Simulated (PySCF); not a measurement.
# Pd⁴⁴⁺: ionisation energy

Pd⁴⁴⁺ 1s2 → Pd⁴⁵⁺ 1s1 [1s1/2^1, M_J = 1/2], as a difference of total energies. Computed with PySCF 2.14 in an uncontracted even-tempered set (15 s from 92 bohr⁻², ratio 2.4; 10 p from 120 bohr⁻², ratio 2.4; 3 d from 380 bohr⁻², ratio 2.6; 3 f from 560 bohr⁻², ratio 2.6), with the two-component X2C-1e Hamiltonian. Correlated levels: nothing frozen; the 32 highest virtual spinors dropped. "Screened" scales the spin-orbit matrix elements by Boettger's factors to mimic the two-electron term; Breit and QED terms are absent.

| method | ionisation energy (eV) |
| --- | --- |
| GHF (screened spin-orbit) | 28817.2 |
| GMP2 (screened spin-orbit) | 28818.7 |
| GHF (bare spin-orbit) | 28817.2 |
| GMP2 (bare spin-orbit) | 28818.7 |

For this ion Breit and QED terms and the two-electron picture change, all absent here, outweigh the correlation shift from GHF to GMP2.

For comparison: 28776.0 eV (theoretical estimate listed by NIST; NIST Atomic Spectra Database, ionization energies).
